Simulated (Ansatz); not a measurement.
BI3, charge -1, doublet, at a GFN2-xTB geometry (a state made from the parent by changing its charge; the spin is typed, not shown lowest) (all electrons, no relativity) (a gas-phase anion, which may not be bound at this level). Base run: PBE/STO-3G run with Ansatz (a quantum-chemistry and plane-wave program).

Geometry (Å):
```xyz
4

B      0.0000     0.0000     0.0000
I      2.0800    -0.3641    -0.6234
I     -0.7724    -0.9172     1.8465
I     -1.3075     1.2813    -1.2232
```
Charge -1, spin multiplicity 2.
Orbitals are unrestricted.
All else is at Ansatz's defaults.
Base energy -20581.12962 Eh.

Each row names what was changed in the base input (with any setting that the change needs).

```tsv
change	ΔE vs base (mEh)
base	0.000
point_charge = charge:-1.0 position_ang:3.447, -3.3298, 2.022	101.3
lower_state_search = full	0.000
nuclear_model = gaussian	188.9
forces = on	0.000
final_grid = 14, 28, 59	0.000
accuracy = high	0.002
final_grid = 10, 20, 41	0.001
point_charge = charge:0.5 position_ang:3.0558, 3.4468, -2.4165	-50.513
lower_state_search = off	0.000
```

A gas-phase anion may not be bound at this level; its values then depend on the basis.
